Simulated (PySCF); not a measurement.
SMILES CB(C)C[SiH](C)C, GFN2-xTB optimised geometry. Atoms within 1.6 Å of the plane z = 0.0 Å (x, y, z in Å): C4 (-0.89, -1.36, 0.06), B5 (-0.11, -0.02, 0.00), C6 (1.47, -0.02, 0.00), C7 (-0.88, 1.36, 0.00), H9 (-2.97, -3.51, 1.50), H11 (-1.47, -4.38, 1.30), H15 (-0.41, -2.16, -0.51), H16 (-1.91, -1.27, -0.32), H17 (1.91, -0.96, -0.32), H18 (1.82, 0.16, 1.02), H19 (1.90, 0.78, -0.61), H20 (-1.88, 1.30, 0.43), H21 (-1.01, 1.70, -1.03), H22 (-0.34, 2.16, 0.51).

Calculation: CAM-B3LYP/def2-SVP run with PySCF. Cells within 0.4 Å of a nucleus heavier than hydrogen are left out (blank, or x).

Map of the Laplacian of the electron density (e/bohr⁵) on the plane z = 0.0 Å:

```
|44444444444444444444444444444|
|44444444444444444444444444444|
|44444444444444444444444444444|
|44444444444444444444444444444|
|44444444444444444444444444444|
|44444444444444444444444444444|
|44444444444444444444444444444|
|44444444444444444444444444444|
|44444444445434444444444444444|
|44444444443xx4444444444444444|
|44444444436xx3444444444444444|
|44444444443703444444444444444|
|44444444444422344454444444444|
|4444444444443xx433xx344444444|
|4444444444445xx920xx554444444|
|4444444444443xx432xx344444444|
|44444444444422444442244444444|
|44444444443703444443244444444|
|44444444217xx4444444444444444|
|44444444433xx4444444444444444|
|44444444445324444444444444444|
|44444444444444444444444444444|
|44444444444444444444444444444|
|44444444444444444444444444444|
|44444444444444444444444444444|
|44444444444444444444444444444|
|44444444444444444444444444444|
|44444444444444444444444444444|
|44444444444444444444444444444|
```
Scale: ten equal steps from -1.02 (start of '0') to 1.32 (end of '9'), in the order '0123456789'; x runs from -4.50 to 4.50, y from -4.50 (bottom) to 4.50 (top).
